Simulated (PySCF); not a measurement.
**Ho(2+) (holmium, charge +2) across methods**

[Xe] 4f10 5d1, one real determinant (an excited configuration). Calculation: PySCF 2.14, in x2c-TZVPPall with one added diffuse shell each of s, p, d, f type (12s8p8d5f2g, 129 functions); scalar relativity by spin-free X2C-1e.

| method | E (hartree) | mean ε 4f α (eV) | mean ε 4f β (eV) | mean ε 5d α (eV) | Σ⟨r²⟩ (bohr²) | ⟨S²⟩ |
| --- | --- | --- | --- | --- | --- | --- |
| PBE | -12615.06 | -24.985 | -22.342 | -15.900 | 40.92 | 8.751 |
| r2SCAN | -12615.30 | -25.135 | -22.469 | -16.177 | 40.65 | 8.753 |
| LDA | -12606.29 | -25.331 | -22.385 | -15.908 | 40.90 | 8.752 |
| PBE0 | -12614.93 | -28.224 | -25.155 | -17.016 | 40.70 | 8.752 |
| UHF | -12610.76625 | -37.292 | -32.829 | -19.711 | 40.59 | 8.754 |

⟨L²⟩ = 39.98 against 72 for a pure L term, so this real determinant mixes terms. Spin-orbit coupling, absent here, splits the open shell strongly.
